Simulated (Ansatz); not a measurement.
Molecule: CsI (charge 0, singlet). SMILES: [I][Cs]
Geometry: optimised at B3LYP-D3(BJ)/def2-TZVP (Ansatz, a first-principles code).

Parts of the frozen-core correlation energy in def2-SVP (Ansatz, hartree). Frozen orbitals: 13; correlated occupied orbitals by spin: 4 and 4; virtual: 33 and 33. Spin-orbit coupling is left out. In def2 rows, elements after Kr have scalar-relativistic effective core potentials.

| term | value |
|---|---|
| reference (HF) | -316.60533 |
| MP2 opposite-spin | (withheld) |
| MP2 same-spin | (withheld) |
| CCSD correlation | -0.10953 |
| (T) | (withheld) |
| CCSDT minus CCSD(T) | -0.00014 |
| CCSDT(Q) minus CCSD(T) | -0.00036 |
| T1 diagnostic | 0.006 |
| largest doubles amplitude | 0.035 |

### Question
Complete the blanks.

### Answer

- MP2 opposite-spin, value: -0.07245
- MP2 same-spin, value: -0.02773
- (T), value: -0.00132
